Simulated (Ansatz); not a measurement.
A nudged elastic band was laid between two geometries of ClF4Ta + H2 (8 atoms, charge 0, multiplicity 1).

The calculation used RKS PBE/def2-SVP in Ansatz.

```
movable images  : 9
climbing image  : yes
spring          : 5.0 eV/Å²
optimiser       : quadratic models (default)
start path      : through a guess of the saddle point
force threshold : 0.03 eV/Å
iteration limit : 60
end points      : relaxed
```

Image 0:

```xyz
8
Properties=species:S:1:pos:R:3
Ta -0.041 0.431 0.009
Cl 2.229 0.680 0.183
F -0.416 0.853 1.821
F -0.038 -0.028 -1.832
F -0.999 1.969 -0.460
F -0.762 -1.267 0.344
H 1.252 -2.917 0.913
H 2.012 -2.813 0.967
```

Image 10:

```xyz
8
Properties=species:S:1:pos:R:3
Ta -0.403 -0.259 0.134
Cl 2.705 0.067 0.363
F -0.409 0.004 2.010
F -0.045 -0.863 -1.626
F 0.163 1.504 -0.229
F -2.222 -0.666 0.048
H 0.529 -1.701 0.572
H 2.919 -1.178 0.675
```

Q: Which bonds break or form, and what moves?

A: Bonds broken: Ta1–Cl2, H7–H8. Bonds formed: Ta1–H7, Cl2–H8. ClF4Ta + H2 becomes ClF4H2Ta.

Q: Give the energies along the band, and the barrier.

A: It converged. The highest image is number 8 of 0 to 10, 1.27 eV above the first end and 0.05 eV above the last; the last end lies 1.22 eV above the first. A vibrational analysis at the climbing image gives one clearly imaginary mode, 108i cm⁻¹: a first-order saddle point. The orbitals stay closed-shell, which can raise the energy where a bond breaks towards radicals; this wasn't checked here.

| image | path coordinate (Å) | energy (eV) | Ta1–Cl2 (Å) | H7–H8 (Å) | Ta1–H7 (Å) |
| --- | --- | --- | --- | --- | --- |
| 0 | 0.00 | 0.00 | 2.29 | 0.77 | 3.70 |
| 1 | 0.54 | 0.01 | 2.30 | 0.77 | 3.43 |
| 2 | 1.08 | 0.04 | 2.31 | 0.77 | 3.12 |
| 3 | 1.62 | 0.06 | 2.33 | 0.77 | 2.82 |
| 4 | 2.16 | 0.05 | 2.34 | 0.77 | 2.56 |
| 5 | 2.70 | 0.13 | 2.36 | 0.78 | 2.47 |
| 6 | 3.24 | 0.47 | 2.43 | 0.80 | 2.19 |
| 7 | 3.78 | 1.11 | 2.64 | 0.97 | 1.94 |
| 8 | 4.32 | 1.27 | 2.96 | 1.45 | 1.82 |
| 9 | 4.80 | 1.25 | 3.07 | 1.92 | 1.78 |
| 10 | 5.28 | 1.22 | 3.13 | 2.45 | 1.77 |

Q: What is the geometry of the highest image?

A: 
```xyz
8
Properties=species:S:1:pos:R:3
Ta -0.248 -0.289 0.149
Cl 2.665 0.209 0.382
F -0.261 -0.148 2.035
F 0.152 -0.868 -1.606
F -0.010 1.545 -0.186
F -2.025 -0.842 0.057
H 0.841 -1.685 0.550
H 2.123 -1.015 0.565
```

Q: What are the harmonic wavenumbers there?

A: 108i, 72, 91, 135, 152, 195, 199, 236, 336, 465, 666, 673, 684, 702, 874, 971, 1669, 2299 cm⁻¹.

Time of the run: 2.6 min on 4 threads of Arm Neoverse V2, on a shared host, peak memory 0.17 GiB.
